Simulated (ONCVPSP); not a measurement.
## Transferability test, ONCV potential for beryllium (Be)

ONCVPSP 4.0.1 input, shortened (lines: element, Z, core and valence counts, functional; n l f; lmax; l rc ep ncon nbas qcut; lloc lpopt rc5 dvloc0; l nproj debl; icmod fcfact rcfact), PBE, scalar-relativistic:

```
  Be 4.00    1    1        4      upf
    1    0    2.00
    2    0    1.75
    2
    0    2.05    0.00    3    7    4.10
    1    2.20    0.42    5   10    4.00
    2    1.65    0.23    3    8    5.70
    2    5    1.65    0.00
    0    2    1.60
    1    3    3.80
    2    0    0.40
    2    0.45    0.65
```

In the p channel the program set the typed energies aside and used 0.050, 3.850, 7.650 Ha.

Energies are relative to the spin-unpolarised reference configuration 2s1.75; without spin polarisation the order of configurations can differ from experiment.

| valence configuration | charge | ΔE all-electron (eV) | error AE − PS (meV) |
| --- | --- | --- | --- |
| 2s2 | 0 | -1.637 | +0.2 |
| 2s1 | +1 | 7.913 | +6.1 |
| 2s1.5 | +0.5 | 2.124 | +0.5 |

(1) What are ΔE and the potential's error for 2s0 2p1?

Levels in the configuration 2s1.5:

```csv
level,all-electron (eV),pseudo (eV)
2s,-9.498,-9.494
```

Results:

(1) ΔE = 11.823 eV all-electron; the error (AE − PS) is -12 meV.
